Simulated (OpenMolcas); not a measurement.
Os4+ among 4 point charges of -1.5 e arranged as a tetrahedron (Td).

* Program: OpenMolcas 26.06
* Method: SS-CASPT2, IPEA 0.25 Eh, imaginary shift 0.1 Eh (closed shells correlated: 4f 5s 5p)
* Basis: ANO-RCC-VDZP [7s6p4d2f1g]
* Scalar Hamiltonian: DKH2, point nucleus
* Active space: 4 electrons in 5 orbitals (5d)
* State averaging: 2S+1 = 5 even, 5 roots; 2S+1 = 3 even, 45 roots; 2S+1 = 1 even, 50 roots
* Spin-orbit coupling: state interaction with AMFI integrals over the reference wave functions

All point charges move together. At R = 2.05 Å the first state of the same spin is 3120 cm-1, and at R = 2.27 Å it is 2070 cm-1.

Q: A third run gives 4680 cm-1. What distance was it run at?

A: With a power law R^-n the two known points give n = -ln(2070 / 3120) / ln(2.27 / 2.05) = 4.02. Then R = 2.05 × (3120 / 4680)^(1/4.02) = 1.853 Å. The run was at 1.85 Å, so the estimate is off by +0.003 Å.

Roots that are degenerate in the reference are averaged as groups; the widest CASPT2 spread within a group is 260 cm-1 (the 3-fold group of multiplicity 3 near 42500 cm-1 above the lowest state of its run, R = 1.85). Shifts and gaps below about the spread of the groups concerned are not significant. Point charges give a weaker field than real ligands, and real ions of this kind are as a rule low spin; the high spin found here belongs to the model. The ground term spreads over less than 5000 cm-1, several times less than with real ligands, so orbital moments are less quenched and χT lies further from the spin-only value than at real sites. Free-ion shares, where given, are those of the reference states; single-state CASPT2 does not remix them. Spin-orbit coupling mixes the spin-free states strongly: the lowest level takes only 48 % from its leading state, 5T2 (figures for R = 1.85; the like holds for R = 2.05, R = 2.27). Point charges carry no covalency, so the field is a model and not that of real ligands. No measured value stands beside these numbers.
